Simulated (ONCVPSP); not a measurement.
Scattering properties, ONCV potential for Ir (Z = 77)

| Item | Value |
| --- | --- |
| Element | Ir (Z = 77) |
| Generator | ONCVPSP 4.0.1 |
| Type | optimised norm-conserving Vanderbilt (ONCV) |
| Functional | PBEsol |
| Relativity | scalar-relativistic |
| Frozen core | [Kr] 4d10 4f14 |
| Valence charge | 17 |
| Reference configuration | 5s2 5p6 5d7 6s1 (charge +1) |
| Partial waves | 5s+6s: rc 1.70 bohr, ncon 4, nbas 8, qcut 8.2 1/bohr, 2 projectors; 5p: rc 1.95 bohr, ncon 4, nbas 7, qcut 7.7 1/bohr, 3 projectors, debl 2.2 Ha; 5d: rc 1.75 bohr, ncon 4, nbas 9, qcut 8.1 1/bohr, 2 projectors, debl 1.3 Ha |
| Local potential | polynomial inside 1.70 bohr (lpopt 5, dvloc0 0 Ha) |
| Core correction | Teter function, fcfact 2, rcfact 1.7 |

In the p channel the program set the typed energies aside and used -2.318, 0.250, 2.450 Ha.

The phase is arctan(r·R′/R) of the radial function R(r), unwrapped; energies in Ha, scanned from -5 to 5 Ha. A pole is an energy at which the radial function vanishes at the test radius. The pseudo phase is shifted by a multiple of π to meet the all-electron one at the reference energy, and phase errors are pseudo minus all-electron; the curves can meet again beyond the range given. Levels narrower than the energy grid can be missing from the lists of poles.

```tsv
channel	radius (bohr)	reference energy (Ha)	poles, all-electron	poles, pseudo	unbroken range about the reference energy with phases within 0.05 rad	phase error 1 Ha above the reference energy (rad)
s	1.73	-0.50	-3.65	-3.65, 5.00	the whole range	-0.001
p	1.98	-2.32	-2.10, 4.28	-2.10, 4.28	the whole range	-0.000
d	1.78	-0.56	0.65	0.65	the whole range	+0.000
```

Phases in the p channel:

```tsv
E (Ha)	all-electron	pseudo
-4.96	1.339	1.339
-4.72	1.328	1.328
-4.48	1.315	1.315
-4.24	1.298	1.298
-4.00	1.278	1.278
-3.76	1.251	1.251
-3.52	1.214	1.214
-3.28	1.157	1.157
-3.04	1.050	1.050
-2.80	0.772	0.772
-2.56	-0.384	-0.384
-2.32	-1.344	-1.344
-2.08	-1.582	-1.582
-1.84	-1.688	-1.688
-1.60	-1.757	-1.757
-1.36	-1.813	-1.814
-1.12	-1.869	-1.869
-0.88	-1.930	-1.930
-0.64	-2.005	-2.005
-0.40	-2.103	-2.103
-0.16	-2.244	-2.244
0.08	-2.459	-2.459
0.32	-2.793	-2.793
0.56	-3.248	-3.248
0.80	-3.686	-3.686
1.04	-3.994	-3.994
1.28	-4.190	-4.190
1.52	-4.317	-4.317
1.76	-4.404	-4.404
2.00	-4.468	-4.468
2.24	-4.516	-4.516
2.48	-4.554	-4.554
2.72	-4.586	-4.586
2.96	-4.612	-4.612
3.20	-4.635	-4.635
3.44	-4.655	-4.655
3.68	-4.673	-4.673
3.92	-4.689	-4.689
4.16	-4.705	-4.705
4.40	-4.720	-4.720
4.64	-4.735	-4.735
4.88	-4.749	-4.749
```
